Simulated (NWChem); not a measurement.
BrClSi

```xyz
3

Si    -1.0962    -0.5090     0.0000
Cl     0.2182    -2.1341     0.0000
Br     0.3325     1.2401     0.0000
```
Charge 0, spin multiplicity 1.

Program: NWChem. The geometry was optimised at PBE0/def2-SVP, a minimum by its harmonic frequencies.

Symmetry labels belong to the abelian group Cs used in the runs, with the axes of the coordinates shown.

The Hamiltonian is non-relativistic. B3LYP has NWChem's definition, with VWN1-RPA local correlation. The structure started from a generated list of species.

List the lowest 4 singlet excitations that TD-B3LYP/def2-SVPD, VWN1-RPA local correlation gives, with oscillator strengths.


```csv
state,symmetry,energy (eV),wavelength (nm),f
1,a",3.55,350,0.016
2,a",4.12,301,0.001
3,a',4.90,253,0.030
4,a",5.67,219,0.007
```
